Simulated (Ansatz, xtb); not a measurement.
# Isomers of CH5AlSn in order of energy

7 gas-phase structures of CH5AlSn, found in a search over its isomers (lower ones may exist). Each was relaxed with GFN2-xTB; where two conformers were screened, the lower at r2SCAN-D4/def2-SVP//GFN2-xTB is listed:

A. `[CH3][Sn][AlH2]`, a singlet
B. `[CH3][AlH][SnH]`, a singlet
C. `[AlH2][CH2][SnH]`, a singlet
D. a singlet given by its coordinates
E. `[CH3][Sn][AlH2]`, a triplet
F. `[CH3][AlH][SnH]`, a triplet
G. a singlet given by its coordinates

D (Å):

| atom | x (Å) | y (Å) | z (Å) |
| --- | --- | --- | --- |
| C | 1.1308 | 0.9573 | 2.1700 |
| Al | -0.0393 | -0.2477 | 1.0785 |
| Sn | -1.5794 | -1.7023 | -0.3194 |
| H | 0.5608 | 1.5144 | 2.9296 |
| H | 1.9244 | 0.4294 | 2.7180 |
| H | 1.6399 | 1.7207 | 1.5621 |
| H | -1.3363 | -0.1297 | -1.2169 |
| H | -2.6252 | -0.6935 | 0.7921 |

Close contacts (Å): C1–Al2 2.00, Al2–Sn3 2.54, C1–H4 1.10, C1–H5 1.10, C1–H6 1.10, Sn3–H7 1.83, Sn3–H8 1.83.

G (Å):

```xyz
8

C     1.0415    0.7521    1.8823
Al   -1.4317   -1.0179    0.3417
Sn   -1.2082    0.6981    2.2045
H     1.5271   -0.0944    2.3613
H     1.3261    0.7477    0.8343
H     1.4559    1.6547    2.3255
H    -1.5682    1.4062    0.4704
H    -1.4867   -2.2246   -0.6947
```

Close contacts (Å): C1–Sn3 2.27, Al2–Sn3 2.54, C1–H4 1.09, C1–H5 1.09, C1–H6 1.09, Al2–H8 1.59, Sn3–H7 1.91.

Which do you expect lowest at r2SCAN-D4/def2-SVP//GFN2-xTB, and how would the others follow?

Calculated order at r2SCAN-D4/def2-SVP//GFN2-xTB: D (0.000), B (0.258), C (0.474), A (0.554), F (0.664), G (0.736), E (1.018) eV.

Energies above the lowest of each column, in eV (a dash: not run or not comparable):

```csv
structure,GFN2-xTB,HF/STO-3G,r2SCAN-D4/def2-SVP//GFN2-xTB
D,0.000,0.724,0.000
B,0.506,0.160,0.258
C,0.195,0.462,0.474
A,0.534,0.411,0.554
F,–,1.173,0.664
G,0.443,1.351,0.736
E,–,0.000,1.018
```

r2SCAN-D4/def2-SVP//GFN2-xTB puts D lowest; HF/STO-3G picks E. Some further structures that were screened fall inside this span and aren't listed. Flexible structures stand in one conformer each, not always the lowest. No reliable frequencies are at hand for these structures. GFN2-xTB has no spin polarisation and isn't compared across spin states. Open shells are spin-unrestricted. Atoms past krypton carry core potentials in the def2 sets, without spin–orbit terms.

Over these structures GFN2-xTB departs from r2SCAN-D4/def2-SVP//GFN2-xTB by 0.174 eV on average once a common shift is removed. A GFN2-xTB relaxation took about 0.058 s and the r2SCAN-D4/def2-SVP//GFN2-xTB energy about 2.5 s on a shared host (Ansatz 0.2.0, xtb 6.7.1).
